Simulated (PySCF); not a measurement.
Mo(O)(Cl)4, SMILES [O]=[Mo]([Cl])([Cl])([Cl])[Cl] (PBE0/def2-SVP optimised geometry):

```
6

Mo    -0.563    -0.014     0.000
O     -0.640    -0.148    -1.657
Cl    -0.451     0.171     2.367
Cl    -1.686    -1.939     0.306
Cl     1.686    -0.014     0.000
Cl    -1.677     1.939     0.000
```

Computed with PBE0/def2-TZVP, def2 effective core potentials past Kr (PySCF).

**Question.** What are the frontier orbital energies and the dipole moment?

**Answer.** HOMO-2 -9.42 eV, HOMO-1 -8.88 eV, HOMO -8.88 eV, LUMO -4.76 eV, LUMO+1 -4.76 eV; dipole moment 1.10 D.

On the same geometry PBE/def2-TZVP, def2 effective core potentials past Kr run with PySCF 2.14.0 gives HOMO-2 -7.99 eV, HOMO-1 -7.57 eV, HOMO -7.56 eV, LUMO -5.25 eV, LUMO+1 -5.24 eV; dipole moment 0.91 D.
